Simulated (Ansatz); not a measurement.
Species: disilylmethane, CH$_{8}$Si$_{2}$, net charge 0, singlet state. SMILES: [SiH3]C[SiH3]
Structure (B3LYP-D3(BJ)/def2-TZVP (Ansatz, a program for electronic structure) minimum search):
```
C
H 1 1.0942
H 1 1.0942 2 106.76
Si 1 1.8771 2 108.68 3 117.04
H 4 1.4826 1 110.15 2 -177.97
H 4 1.4826 5 108.46 1 120.63
H 4 1.4831 5 108.50 6 117.68
Si 1 1.8771 2 108.67 3 -117.05
H 8 1.4826 1 110.15 2 -62.07
H 8 1.4826 9 108.46 1 120.63
H 8 1.4831 9 108.50 10 117.68
```
Charge 0, spin multiplicity 1.

Computed values are from Ansatz. Valence correlation only, unless marked. UHF or UKS for open shells. No spin-orbit coupling. No relativistic terms. CBS(X,Y): correlation extrapolated as X^-3; Hartree-Fock from the larger set. [CCSD(T)-MP2]/basis is that difference in the basis named.

The atomisation energy De is 3520.8 kJ/mol at RI-MP2/CBS(aug-cc-pV(T+d)Z,aug-cc-pV(Q+d)Z)+[CCSD(T)-MP2]/aug-cc-pV(T+d)Z and the total energy comes out as -621.0160 Eh at RI-MP2/CBS(aug-cc-pV(T+d)Z,aug-cc-pV(Q+d)Z)+[CCSD(T)-MP2]/aug-cc-pV(T+d)Z. The dipole moment comes out as 0.83 D at CCSD(T)/aug-cc-pV(D+d)Z and the T1 diagnostic is 0.011 at CCSD/aug-cc-pV(T+d)Z.
